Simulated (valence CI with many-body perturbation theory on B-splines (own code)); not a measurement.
The numbers below are computed, except where a source is named.
## Sensitivity of CI+MBPT for Ir XLVI

Method: relativistic CI+MBPT: four valence electrons over a frozen Dirac-Fock core [Ar] 3d10, a basis of 6 s, 6 p, 5 d, 3 f, 1 g functions for each j, with the one-electron correlation potential Σ1, the two-electron term Σ2, the three-electron term Σ3, Breit, model QED; selected CI, second order for the rest, scaled by the run's own slope (own B-spline code, finite nucleus).

The last digits are not significant, and no measured levels were compared; by estimate large intervals hold to a few tenths of a per cent, small ones and those within an open d or f shell to about a per cent.

The reference run has the lowest level (4s^2 4p1/2^2) J=0 and an ionisation energy of 2437.03 eV. Its largest variational space holds 9996 state functions.

Levels are named by their leading jj configuration (3d3/2^4 stands for four electrons in 3d with j = 3/2), which in mixed levels can hold well under half, so a name can repeat and another be missing. Letters in brackets count levels of one name in rising energy.

Changed runs:
A. Davidson tolerance 2e-05 → 0.001
B. hole-hole ladder in Σ2 on → off
C. correlating orbitals by l 3 3 3 2 1 → 4 4 3 0 0
D. box radius (bohr) 2.4915 → 0.7 (bad on purpose)

Excitation energies of the reference run in cm⁻¹, and shifts in cm⁻¹:

```csv
Level,Reference,A,B,C
(4s^2 4p1/2 4p3/2) J=1,921112,0,-73,-268
(4s^2 4p1/2 4p3/2) J=2,957908,0,-38,+172
(4s 4p1/2^2 4p3/2) J=2,1759080,0,-74,-233
(4s 4p1/2^2 4p3/2) J=1,1884620,0,+0.5,+327
(4s^2 4p3/2^2) J=2,1906890,0,-75,+22
(4s^2 4p3/2^2) J=0,1986160,0,+15,+539
(4s^2 4p1/2 4d3/2) J=2,2241980,0,-82,+450
(4s^2 4p1/2 4d3/2) J=1,2399600,0,-2.6,+1512
(4s^2 4p1/2 4d5/2) J=2,2502260,0,-108,+166
(4s^2 4p1/2 4d5/2) J=3,2519420,0,-70,+870
(4s 4p1/2 4p3/2^2) J=2 [a],2678200,0,-111,+168
(4s 4p1/2 4p3/2^2) J=3,2738970,0,-84,+317
Ionisation energy (eV),2437.03,0,-0.032,-0.11
```

No effect on these energies: A.

Run D: It gave no result. The program said: "need at least one array to concatenate".
